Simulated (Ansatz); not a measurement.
Bi3⁺, relaxed as a triplet with UKS B3LYP-D4/def2-SVP in Ansatz, starting from the B3LYP-D4/def2-SVP geometry of the charge +1 singlet. Force threshold 0.02 eV/Å.

In the def2 sets Bi takes a core potential; there is no spin–orbit coupling. The charge 1 triplet is spin-contaminated (final ⟨S²⟩ up to 2.16, 2.00 for a pure state). At B3LYP-D4/def2-SVP a singlet of charge 1 lies 1.15 eV below the triplet, each at its own geometry. The structure comes from a short search, and lower isomers may exist.

Start:

Cartesian coordinates in Å:
```
Bi 0.143 -1.044 -1.316
Bi 1.006 1.347 0.120
Bi -1.149 -0.303 1.196
```

(1) Estimate the energy that the relaxation releases and the steps that it takes.

(2) Does the start keep its bonding and symmetry?

(3) Predict the relaxed structure.

Results:

(1) 10.1 kcal/mol, in 5 steps; 16 s on 2 threads of Intel Xeon 6975P-C on a shared host. No frequencies were taken in this run, so the end may be a saddle point.

(2) By distances, no bond broke or formed. The bond that changes most is Bi1–Bi2, from 2.92 to 3.40 Å (atoms count from 1). Point group D3h at the start, C2v at the end, both within 0.05 Å.

(3) 
```xyz
3

Bi    0.028   -1.252   -1.388
Bi    1.033    1.532    0.284
Bi   -1.060   -0.280    1.104
```
Bond lengths (bridged metal pairs left out): 3 × Bi–Bi 2.89 to 3.40 Å.
